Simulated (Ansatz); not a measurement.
**Question.** Predict a relaxed structure of BiH₂F, charge 0, singlet, at PBE-D4/def2-TZVP (Ansatz).

**Answer.** 
```xyz
4

Bi   -0.0871    0.6656   -0.4072
H    -0.8838    0.3839    1.2027
H     1.4989    0.1567    0.3218
F    -0.5280   -1.2063   -1.1173
```
Point group Cs (tolerance 0.1 Å). This is one stationary point.

In the def2 sets Bi takes a core potential; there is no spin–orbit coupling.
